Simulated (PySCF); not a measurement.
Computed shifts of a molecule C₃H₇BF₂O, PySCF with PBE0/pcSseg-1, GIAO, gas phase, equivalent atoms averaged, in ppm (number of nuclei): ¹³C: 82.5 (1), 64.6 (1), 22.6 (1). ¹⁹F: -42.9 (1), -303.5 (1). ¹H: 4.82 (2), 4.34 (1), 1.67 (3), 0.16 (1). References: ¹³C against TMS (σ = 186.3 ppm); ¹⁷O against H2O (σ = 334.2 ppm); ¹¹B against BF3 (σ = 88.8 ppm); ¹⁹F against CFCl3 (σ = 167.2 ppm); ¹H against TMS (σ = 31.56 ppm), references at their B3LYP-D3(BJ)/def2-TZVP geometries, non-relativistic. Coordinates come from a r2SCAN-D4/def2-SVP optimisation. The values are those of a single conformer.

Question: Which structure fits?
(A) C[C@H](F)B(O)CF
(B) CCCOB(F)F
(C) OCCB(F)CF
(D) C[C@@H](O)B(F)CF

Answer: D, C[C@@H](O)B(F)CF
